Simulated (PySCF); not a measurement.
## Computed properties of Cl₂HMoNS, SMILES [NH]=[Mo](=[S])([Cl])[Cl], multiplicity 1

Mo(NH)(S)(Cl)2 (Cl2HMoNS), SMILES [NH]=[Mo](=[S])([Cl])[Cl], multiplicity 1. Geometry optimised at B3LYP-D3(BJ)/def2-SVP. The multiplicity is an assumed one; no other spin state was optimised. The structure was generated by enumeration; whether it is a known compound was not checked. The def2 effective core potentials stand for the cores of Mo; spin–orbit coupling is left out. One conformer was computed; it need not be the lowest. All values are computed for the isolated molecule unless a solvent is named; none is compared with measurement here.

**Structure.** The optimised structure has Cs symmetry. All 12 harmonic modes at B3LYP-D3(BJ)/def2-SVP (PySCF) are real, so it is a minimum. With heavy atoms numbered as in [Mo:1](=[NH:2])(=[S:4])([Cl:5])[Cl:6], the shortest bond between them is Mo1–N2 at 1.715 Å and the longest Mo1–Cl5 at 2.279 Å.

**Vibrations.** The strongest infrared lines (harmonic, unscaled, degenerate partners summed) lie at 527 cm⁻¹ (239 km/mol, H 64 %, N 23 %), 3565 cm⁻¹ (224 km/mol, H 93 %), 610 cm⁻¹ (117 km/mol, H 74 %, N 22 %). The softest mode is at 112 cm⁻¹ and the zero-point energy is 11.4 kcal/mol.

**Electronic structure.** B3LYP/def2-TZVP (PySCF) places the frontier levels at -7.78 and -3.76 eV, a gap of 4.02 eV, and gives a dipole moment of 2.04 D and a mean polarisability of 93.8 bohr³. PBE/def2-TZVP (PySCF) at the same geometry gives -6.83 and -4.23 eV, so its gap is 1.42 eV narrower. An orbital gap is neither the optical nor the fundamental gap.

**Excitations.** TDDFT-PBE0/def2-SVPD (PySCF) has S1 at 2.99 eV (415 nm, f = 0.005, weak); the most intense of the 10 singlets computed lies at 3.39 eV (f = 0.01). T1 (TDA) is at 2.47 eV. TDDFT-PBE/def2-SVPD (PySCF) puts S1 at 2.76 eV.
